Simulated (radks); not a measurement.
All-electron atom: Tc37+ in [He] 2s2 2p2. All-electron calculation, Dirac Kohn-Sham, Slater X-alpha with alpha = 0.83, spin-unpolarised, spherical densities, point nucleus; open shells fill j = l - 1/2 first. Program: a radial shooting solver on a logarithmic mesh with Libxc functionals.

Unscreened Slater integrals over Kohn-Sham orbitals (eV). Large and small components are both included. Empty in this configuration: 2p3/2.

\begin{tabular}{lr}
integral & value \\ \hline
F0(2p1/2,2p1/2) & 208.28 \\
F0(2p1/2,2s1/2) & 186.93 \\
G1(2p1/2,2s1/2) & 101.77 \\
F0(2p1/2,1s1/2) & 282.83 \\
G1(2p1/2,1s1/2) & 53.483 \\
F0(2p1/2,2p3/2) & 204.58 \\
G2(2p1/2,2p3/2) & 95.884 \\
F0(2s1/2,2s1/2) & 173.90 \\
F0(2s1/2,1s1/2) & 245.37 \\
G0(2s1/2,1s1/2) & 26.037 \\
F0(2s1/2,2p3/2) & 184.39 \\
G1(2s1/2,2p3/2) & 103.03 \\
F0(1s1/2,1s1/2) & 750.67 \\
F0(1s1/2,2p3/2) & 271.43 \\
G1(1s1/2,2p3/2) & 51.406 \\
F0(2p3/2,2p3/2) & 201.13 \\
F2(2p3/2,2p3/2) & 96.534 \\
\end{tabular}
